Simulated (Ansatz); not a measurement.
Reactions of CH$_{6}$BClGeSi (`ClB1C[SiH]1[GeH3]`).

Isolated molecules relaxed with PBE0-D4/def2-TZVP in Ansatz; ΔE leaves out vibrations. CBS: MP2 limit from def2 TZ/QZ plus the TZ coupled-cluster correction, frozen cores. This one scheme is used for every species. For Ge, Se outer-core shells are correlated without core-valence functions, which leaves a few kJ/mol of doubt a bond. Scalar relativity is left out up to krypton. Each species was taken in one conformer, which may not be the lowest.

Order these by ΔE at CCSD(T)/CBS, lowest first. (Estimate.)
A. `ClB1C[SiH]1[GeH3]` + `C=C=CC` → `C=C=C[CH2][GeH3]` + `ClB1C[SiH2]1`
B. `ClB1C[SiH]1[GeH3]` + H–F → `[F][GeH3]` + `ClB1C[SiH2]1`
C. `ClB1C[SiH]1[GeH3]` + `OC(O)O` → `OC(O)[O][GeH3]` + `ClB1C[SiH2]1`
D. `ClB1C[SiH]1[GeH3]` + `C[SeH]` → `C[Se][GeH3]` + `ClB1C[SiH2]1`
E. `ClB1C[SiH]1[GeH3]` + `C[SiH2]C#N` → `C[SiH]([GeH3])C#N` + `ClB1C[SiH2]1`

D (-6.9 kcal/mol), B (-4.6 kcal/mol), C (+0.5 kcal/mol), E (+2.7 kcal/mol), A (+9.9 kcal/mol).

Largest T1 diagnostic: 0.013, for `ClB1C[SiH2]1`.
